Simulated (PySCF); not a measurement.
# Dipole response of Ca⁺ (calcium, charge +1)

[Ar] 4s1, 2S determinant. Calculation: PySCF 2.14, in aug-cc-pVTZ-X2C (7s6p4d2f, 59 functions); scalar relativity by spin-free X2C-1e. Coupled (time-dependent) response in atomic units; α is the mean over directions.

```csv
method,mean α (bohr³),C₆ (like pair),S(−4)
UHF,96.52,765.6,8873
PBE,78.88,570.0,5976
PBE0,84.24,626.4,6818
HSE06,79.04,573.8,5949
```

S(−4) is the Cauchy moment in α(ω) = α(0) + S(−4) ω² + …

α(iu) at PBE:

```json
{"u (hartree)": "0", "α(iu) (bohr³)": "78.88"}
{"u (hartree)": "0.0500", "α(iu) (bohr³)": "66.40"}
{"u (hartree)": "0.100", "α(iu) (bohr³)": "45.52"}
{"u (hartree)": "0.200", "α(iu) (bohr³)": "21.44"}
{"u (hartree)": "0.300", "α(iu) (bohr³)": "12.49"}
{"u (hartree)": "0.500", "α(iu) (bohr³)": "6.502"}
{"u (hartree)": "0.750", "α(iu) (bohr³)": "4.084"}
{"u (hartree)": "1.00", "α(iu) (bohr³)": "2.951"}
{"u (hartree)": "1.50", "α(iu) (bohr³)": "1.783"}
{"u (hartree)": "2.00", "α(iu) (bohr³)": "1.182"}
{"u (hartree)": "3.00", "α(iu) (bohr³)": "0.6131"}
{"u (hartree)": "5.00", "α(iu) (bohr³)": "0.2460"}
```

For an ion, C₆ is the dispersion term alone; charge-induced terms of lower order in 1/R come first.
